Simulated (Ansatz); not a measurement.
Pulling on the Be1–Cl3 bond in BeClF (SMILES [F][Be][Cl]) (multiplicity 1 held, fragments rigid). Energies count from the point at 1.810 Å.
Geometry at that point (charge 0, multiplicity 1):
```xyz
3

Be     0.000     0.000    -0.613
F      0.000     0.000    -1.988
Cl     0.000     0.000     1.197
```

Signs of static correlation in aug-cc-pV(D+d)Z, with CASSCF(6,4), from Ansatz (an electronic-structure program) runs.

| R (Å) | T1 of restricted CCSD | ⟨S²⟩ of UHF | largest double amplitude of restricted CCSD | weight of the CASSCF reference in MRCISD | CASSCF natural occupations |
|---|---|---|---|---|---|
| 1.448 | 0.012 | 0.000 | 0.026 | 0.907 | 2.00 1.99 1.99 0.01 |
| 1.629 | 0.012 | 0.000 | 0.028 | 0.906 | 2.00 1.99 1.99 0.01 |
| 1.810 | 0.013 | 0.000 | 0.029 | 0.905 | 2.00 2.00 1.99 0.01 |
| 1.991 | 0.013 | 0.000 | 0.030 | 0.904 | 2.00 2.00 1.99 0.02 |
| 2.172 | 0.014 | 0.000 | 0.030 | 0.904 | 2.00 2.00 1.98 0.02 |
| 2.443 | 0.015 | 0.000 | 0.034 | 0.903 | 2.00 2.00 1.96 0.04 |
| 2.715 | 0.018 | 0.000 | 0.078 | 0.903 | 2.00 2.00 1.93 0.07 |
| 3.167 | 0.027 | 0.659 | 0.156 | 0.904 | 2.00 2.00 1.82 0.18 |
| 3.620 | 0.048 | 0.911 | 0.259 | 0.906 | 2.00 2.00 1.60 0.40 |
| 4.163 | 0.090 | 0.987 | … | 0.908 | 2.00 2.00 1.32 0.68 |
| 4.887 | … | 1.006 | 0.867 | 0.908 | 2.00 2.00 1.12 0.88 |
| 5.792 | 0.168 | 1.009 | 1.131 | 0.908 | 2.00 2.00 1.03 0.97 |

Q: Complete the blanks.

A: 
- 4.163, largest double amplitude of restricted CCSD: 0.478
- 4.887, T1 of restricted CCSD: 0.144

Doubts at one or more of the structures used: active orbitals that take no part (SC-NEVPT2 on CASSCF(6,4)/aug-cc-pV(D+d)Z); a restricted determinant that unrestricted orbitals would lower (R-CCSD(T)/aug-cc-pV(D+d)Z); other coupled-cluster roots lie near (R-CCSD(T)/aug-cc-pV(D+d)Z); T1 above 0.05 (R-CCSD(T)/aug-cc-pV(D+d)Z, U-CCSD(T)/aug-cc-pV(D+d)Z); a spin-contaminated determinant (U-CCSD(T)/aug-cc-pV(D+d)Z); the program's own flag: other amplitudes (U-CCSD(T)/aug-cc-pV(D+d)Z).
